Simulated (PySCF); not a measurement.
PySCF 2.14 output of an unrestricted wB97X calculation on a single atom or ion in aug-cc-pVQZ with one added diffuse shell each of s, p, d, f, g type (7s6p5d4f3g, 105 functions), with the non-relativistic Hamiltonian (point nucleus):

```
SCF conv_tol = 1e-09
number electrons alpha = 3  beta = 2
    J.-D. Chai and M. Head-Gordon.,  J. Chem. Phys. 128, 084106 (2008)
cycle= 1 E= -51.9364746482217  delta_E= -0.000883  |g|= 0.006  |ddm|= 0.253
cycle= 2 E= -51.9365129279056  delta_E= -3.83e-05  |g|= 0.0015  |ddm|= 0.0576
cycle= 3 E= -51.9365171344073  delta_E= -4.21e-06  |g|= 0.000234  |ddm|= 0.0233
cycle= 4 E= -51.9365172516737  delta_E= -1.17e-07  |g|= 3.19e-05  |ddm|= 0.0041
cycle= 5 E= -51.9365172528061  delta_E= -1.13e-09  |g|= 2.24e-06  |ddm|= 0.000314
cycle= 6 E= -51.9365172528094  delta_E= -3.25e-12  |g|= 1.98e-07  |ddm|= 1.76e-05
converged SCF energy = -51.9365172528094  <S^2> = 0.75013968  2S+1 = 2.0001397
```

The run itself started from symmetry-adapted Hartree-Fock orbitals and held the occupation by maximum overlap, on a logarithmic radial grid, so the iterations belong to that start.

Question: Which element, charge and spin multiplicity is this?

Answer: N²⁺ (nitrogen, charge +2), multiplicity 2; the state was [He] 2s2 3s1, 2S determinant (an excited configuration).

The outer electron is Rydberg-like, and this basis confines it to a smaller radius and binds it less than a complete one would.
